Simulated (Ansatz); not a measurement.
Cost and result for the atomization energy of `F[CH]Br` radical (4 atoms, 3 bonds).

Total charge 0; spin multiplicity 2. Correlated methods include outer-core shells of Br, which these sets cover unevenly. Scalar relativity is left out up to krypton. The structure was optimised at the PBE0-D4/def2-TZVP level. Program: Ansatz. All runs use 2 threads of a server CPU on a shared host. Times are those of one run each, without the atoms' runs, and a repeat can differ threefold. Electronic energies, without spin–orbit coupling; frozen cores. CCSD(T)/CBS adds CCSD(T) − MP2 in def2-TZVPP to the MP2 limit, and its time is that of the two runs behind it. T1 = 0.014; ⟨S²⟩ of the reference is 0.76. With those shells the extrapolation isn't a true limit.

CCSD(T)/CBS is a level of theory with its own doubt, some kJ/mol a heavy atom from the limit and from the frozen cores, so smaller differences don't rank the functionals.

```json
{"level": "revPBE-D4/def2-TZVPP", "functions": "124", "wall time": "1.4 s"}
{"level": "BLYP-D4/def2-TZVPP", "functions": "124", "wall time": "1.4 s"}
{"level": "PBE-D4/def2-TZVPP (with forces)", "functions": "124", "wall time": "1.6 s"}
{"level": "PBE0-D4/def2-TZVPP", "functions": "124", "wall time": "1.8 s"}
{"level": "BHLYP-D4/def2-TZVPP", "functions": "124", "wall time": "2 s"}
{"level": "r2SCANh-D4/def2-TZVPP", "functions": "124", "wall time": "3.2 s"}
{"level": "PBE-QIDH/def2-TZVPP", "functions": "124", "wall time": "3.2 s"}
{"level": "B2PLYP/def2-TZVPP", "functions": "124", "wall time": "3.4 s"}
{"level": "CCSD(T)/def2-SVP", "functions": "65", "wall time": "3.8 s"}
{"level": "ωB97M-V/def2-TZVPP (with forces)", "functions": "124", "wall time": "7.5 s"}
{"level": "MP2/def2-QZVPP", "functions": "233", "wall time": "8.5 s"}
{"level": "CCSD(T)/def2-TZVPP", "functions": "124", "wall time": "37 s"}
{"level": "CCSD(T)/CBS(def2)", "functions": "–", "wall time": "46 s"}
```

Task: What atomization energy does each give, and how far from CCSD(T)/CBS? (Estimate.)

Result: The calculation gave: 
```csv
level,atomization (kJ/mol),difference from CCSD(T)/CBS,per bond
revPBE-D4/def2-TZVPP,1215.7,29.8,9.9
BLYP-D4/def2-TZVPP,1207.1,21.2,7.1
PBE-D4/def2-TZVPP (with forces),1264.4,78.5,26.2
PBE0-D4/def2-TZVPP,1211.2,25.3,8.4
BHLYP-D4/def2-TZVPP,1118.7,-67.2,-22.4
r2SCANh-D4/def2-TZVPP,1201.2,15.3,5.1
PBE-QIDH/def2-TZVPP,1185.3,-0.6,-0.2
B2PLYP/def2-TZVPP,1174.6,-11.3,-3.8
CCSD(T)/def2-SVP,1101.7,-84.2,-28.1
ωB97M-V/def2-TZVPP (with forces),1183.8,-2.1,-0.7
MP2/def2-QZVPP,1215.0,29.1,9.7
CCSD(T)/def2-TZVPP,1145.8,-40.1,-13.4
CCSD(T)/CBS(def2),1185.9,0.0,0.0
```

In def2-TZVPP, CCSD(T) changes the Hartree–Fock value by +355.6 kJ/mol (the triples alone add +29.1 kJ/mol) and MP2 by +401.1 kJ/mol; breaking electron pairs costs correlation energy, which Hartree–Fock lacks. At CCSD(T), def2-SVP lies −84.2 kJ/mol from the extrapolated value and def2-TZVPP −40.1 kJ/mol: correlation converges slowly with the basis, and small sets miss more of it in the bonded molecule than in its fragments. From BLYP to BHLYP (50 % exact exchange), in def2-TZVPP and without D4, the atomization energy moves by −82.7 kJ/mol: exact exchange takes away binding that semilocal exchange gives to molecules.
